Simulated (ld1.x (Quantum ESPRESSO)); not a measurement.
## u(r) = r·R(r): atom against pseudo-atom (palladium (Pd))

Columns: radius, all-electron u(r) and pseudo u(r) of the 5s shell (level -3.62 eV) of palladium in the configuration [Ar] 3d10 4s2 4p6 4d10 5s0 5p0; LDA (PZ), scalar-relativistic, PAW scheme, ld1.x (Quantum ESPRESSO) 7.5.

| r (bohr) | all-electron | pseudo |
| --- | --- | --- |
| 0.158 | -0.0045 | 0.0666 |
| 0.315 | 0.1511 | 0.1317 |
| 0.473 | -0.0500 | 0.1954 |
| 0.630 | -0.2209 | 0.2558 |
| 0.788 | -0.2491 | 0.3131 |
| 0.945 | -0.1714 | 0.3656 |
| 1.102 | -0.0451 | 0.4134 |
| 1.260 | 0.0919 | 0.4562 |
| 1.418 | 0.2182 | 0.4935 |
| 1.575 | 0.3249 | 0.5249 |
| 1.732 | 0.4109 | 0.5507 |
| 1.890 | 0.4776 | 0.5711 |
| 2.047 | 0.5263 | 0.5861 |
| 2.205 | 0.5602 | 0.5961 |
| 2.362 | 0.5815 | 0.6013 |
| 2.520 | 0.5925 | 0.6022 |
| 2.678 | 0.5952 | 0.5991 |
| 2.835 | 0.5911 | 0.5922 |
| 2.992 | 0.5817 | 0.5818 |
| 3.150 | 0.5681 | 0.5681 |
| 3.308 | 0.5513 | 0.5513 |
| 3.465 | 0.5323 | 0.5323 |
| 3.622 | 0.5116 | 0.5116 |
| 3.780 | 0.4896 | 0.4896 |
| 3.938 | 0.4670 | 0.4670 |
| 4.095 | 0.4441 | 0.4441 |

**Question.** How many radial nodes do the two functions have?

**Answer.** The all-electron 5s function has n − l − 1 = 4 (the table is too coarse to show those close to the nucleus); the pseudo-wave has 0, since the states of the same l below it are removed with the core.

**Question.** At about which radius was the pseudo-wave matched?

**Answer.** 3.15 bohr. The columns agree to 0.0005 from 2.99 bohr on; several derivatives are matched, so the curves merge somewhat inside the radius.

**Question.** Is the pseudo-wave norm-conserving?

**Answer.** No, it belongs to a PAW set: the norm inside the radius is not constrained, and the difference is carried by the augmentation charge.
